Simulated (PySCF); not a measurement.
Se(Br)(Me) (CH3BrSe), SMILES Br[Se]C.

The structure is a stationary point at B3LYP-D3(BJ)/def2-SVP.

Two levels are set side by side: TDA-PBE/def2-SVPD (PySCF) and TDA-B3LYP/def2-SVPD (PySCF). Vertical, same geometry. The lowest singlet is HOMO→LUMO 100 % with PBE and HOMO→LUMO 100 % with the other functional; states are paired by order. Differences are taken from unrounded values.

| quantity | TDA-B3LYP |
|---|---|
| lowest singlet excitation (eV) | 2.45 |
| lowest triplet excitation (TDA) (eV) | 1.74 |
| first bright state (f over 0.05) (eV) | 6.18 |
| its oscillator strength | 0.07 |

What does TDA-PBE give, and how far is it from TDA-B3LYP? (Estimate from the structure and the level; the computed values follow.)


| quantity | TDA-PBE | TDA-PBE minus TDA-B3LYP |
|---|---|---|
| lowest singlet excitation (eV) | 2.35 | -0.09 |
| lowest triplet excitation (TDA) (eV) | 1.65 | -0.08 |
| first bright state (f over 0.05) (eV) | 6.43 | 0.25 |
| its oscillator strength | 0.06 | 0.00 |

Functionals without exact exchange tend to place singlet excitations lower, as here. Differences between two approximate levels are no errors against the true value.

Rough cost on one machine, each run with all the roots and properties that it gave: TDA-B3LYP against TDA-PBE about 2 times.
